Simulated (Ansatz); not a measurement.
HfO₃. Charge 0, multiplicity 3. Geometry r2SCAN-D4/def2-TZVPD, that of the charge -1 doublet; atoms count from 1.

Cartesian coordinates in Å:
```
Hf 0.005 -0.033 0.029
O -0.531 0.306 1.799
O -0.190 1.383 -1.231
O 0.716 -1.657 -0.596
```

In the def2 sets Hf takes a core potential; there is no spin–orbit coupling. The structure comes from a short search, and lower isomers may exist.

(1) Estimate the Mulliken populations from the PBE0/def2-TZVPD orbitals of Ansatz.

(2) Where does the spin sit?

(3) And the Mayer bond orders between bonded heavy atoms (over 0.3)?

## Answers

(1) 
| atom | charge (e) | spin (α − β) | d electrons |
| --- | --- | --- | --- |
| Hf1 | 1.62 | -0.23 | 1.82 |
| O2 | -0.61 | 0.58 | – |
| O3 | -0.46 | 0.92 | – |
| O4 | -0.55 | 0.73 | – |
Mulliken values and Mayer orders depend strongly on the basis. With diffuse functions, as here, like atoms can get unlike values, and bond orders can come out too low or too high.

(2) Summed by element: Hf -0.23, O 2.23, of 2 unpaired in all. Largest on single atoms: O3 0.92, O4 0.73, O2 0.58.

(3) Hf1–O2 1.38 (1.88 Å); Hf1–O3 1.07 (1.91 Å); Hf1–O4 1.35 (1.88 Å).
